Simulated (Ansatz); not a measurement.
Basis-set series for `C[O][W](=[O])(=[O])[OH]`. Charge 0, multiplicity 1. W: def2 effective core potential. The geometry is a stationary point of PBE0-D4/def2-TZVP. It is one conformer, not always the lowest.

| functional | basis | functions | energy (Eh) | HOMO (eV) | LUMO (eV) |
| --- | --- | --- | --- | --- | --- |
| PBE0-D4 | def2-SVP | 122 | -408.04226 | -8.60 | -1.41 |
| PBE0-D4 | def2-TZVPP | 267 | -408.48279 | -8.63 | -1.45 |
| ωB97M-V | def2-SVP | 122 | -408.20084 | -10.96 | 0.71 |
| ωB97M-V | def2-TZVPP | 267 | -408.65373 | -10.99 | 0.67 |

Q: Give the rows for def2-QZVPP. (Estimate.)

A: Computed: 
```tsv
functional	basis	functions	energy (Eh)	HOMO (eV)	LUMO (eV)
PBE0-D4	def2-QZVPP	486	-408.50232	-8.66	-1.49
ωB97M-V	def2-QZVPP	486	-408.67225	-11.03	0.57
```

Positive LUMOs are unbound and depend on the basis.
